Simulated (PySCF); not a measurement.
Species: SnHMe2Et, C₄H₁₂Sn.
Bonds: Sn1–C3, Sn1–C7, Sn1–C11, C11–C12. Hydrogens: H2 on Sn1; H4, H5, H6 on C3; H8, H9, H10 on C7; H13, H14 on C11; H15, H16, H17 on C12.

Computed with PBE0-D3(BJ)/def2-SVP geometry optimisation, gas phase, def2 core potentials past Kr (PySCF 2.14.0).

Task: What internal coordinates does the optimisation give?

Result: 
```tsv
bond	length (bohr)
Sn1–H2	3.263
Sn1–C3, Sn1–C7	4.074
Sn1–C11	4.094
C3–H4 and 5 like bonds	2.078
C11–C12	2.878
C11–H13, C11–H14	2.083
C12–H15, C12–H16, C12–H17	2.083
```

Bonds in one row agree within 0.02 bohr and their mean is given. A selection of angles:
```tsv
angle	degrees
H2–Sn1–C3	108.8
H2–Sn1–C11	108.9
C3–Sn1–C7	109.7
C3–Sn1–C11	109.2
Sn1–C3–H4	110.5
H4–C3–H5	108.6
H4–C3–H6	108.4
Sn1–C7–H8	110.7
Sn1–C11–C12	113.6
Sn1–C11–H13	107.1
C12–C11–H13	111.0
H13–C11–H14	106.3
C11–C12–H15	111.9
H15–C12–H16	107.0
```

Dihedral angles: C3–Sn1–C11–C12 58° (synclinal). The mirror-image conformer, all signs reversed, is as good.

Sn1 (tin bonded to 3 C and H) is tetrahedral (angles from 108.8° to 110.4°).

Point group: C1 (no symmetry element, even within 0.4 Å). Stationary, but not proved a minimum. One conformer, not necessarily the lowest.
